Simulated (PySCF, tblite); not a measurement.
Isomers of C7H10SSi, one GFN2-xTB conformer each. Single-point energies are computed at PBE0/pcSseg-1 (PySCF, gas phase, no added dispersion term), electronic only.

Question: Rank them by PBE0/pcSseg-1 energy, lowest first (kcal/mol).
A. `C#C[C@@H]1S[SiH2]C12CCC2`
B. `[CH2:1]=[CH:2][C:3]1=[C:4]([S:5][CH3:6])[SiH2:7][CH:8]=[CH:9]1` with C1–C2–C3–C4 180°, C3–C4–S5–C6 178°
C. `[CH:1]#[C:2][CH2:3][S:4][SiH:5]1[CH2:6][CH:7]=[CH:8][CH2:9]1` with C2–C3–S4–Si5 -64°, C3–S4–Si5–C6 79°

Answer: C (0.0), B (0.1), A (21.8).

As drawn, the lowest has a C=C bond outside aromatic rings, which the highest lacks; the highest has a four-membered ring, which the lowest lacks. Neighbours under 2.5 kcal/mol apart (C#CCS[SiH]1CC=CC1 and C=CC1=C(SC)[SiH2]C=C1) can change places with a better method, another conformer or zero-point energy. GFN2-xTB itself gives, in the same order: 10.8, 12.1, 0.0. GFN2-xTB puts C#C[C@@H]1S[SiH2]C12CCC2 lowest instead; measured from each level's own lowest isomer, the values differ by up to 21.8 kcal/mol (C#C[C@@H]1S[SiH2]C12CCC2: 0.0 against 21.8).

Q: Which frontier levels, dipoles and rotational constants go with these structures?

A: 
| SMILES | HOMO (eV, PBE0/pcSseg-1) | LUMO (eV) | dipole (D) | A, B, C (MHz) |
| --- | --- | --- | --- | --- |
| C#CCS[SiH]1CC=CC1 | -6.95 | -0.10 | 1.24 | 2077, 816.8, 632.2 |
| C=CC1=C(SC)[SiH2]C=C1 | -5.58 | -1.64 | 1.53 | 1528, 1055, 631.2 |
| C#C[C@@H]1S[SiH2]C12CCC2 | -6.88 | -0.70 | 2.41 | 1519, 1189, 800.6 |

Q: What happens when harmonic zero-point energies from GFN2-xTB frequencies are added?

A: 
```tsv
SMILES	ZPE (kcal/mol)	electronic (kcal/mol)	with ZPE (kcal/mol)
C#CCS[SiH]1CC=CC1	89.4	0.0	1.6
C=CC1=C(SC)[SiH2]C=C1	87.7	0.1	0.0
C#C[C@@H]1S[SiH2]C12CCC2	90.0	21.8	23.9
```

The zero-point energies span 2.3 kcal/mol. C=CC1=C(SC)[SiH2]C=C1 becomes the lowest.

Q: As an exercise, what shares would exp(−E/RT) give at 500 K from these electronic energies alone (no entropy, no degeneracies)?

A: RT = 0.994 kcal/mol: C#CCS[SiH]1CC=CC1 53.2 %, C=CC1=C(SC)[SiH2]C=C1 46.8 %, C#C[C@@H]1S[SiH2]C12CCC2 under 0.1 %.
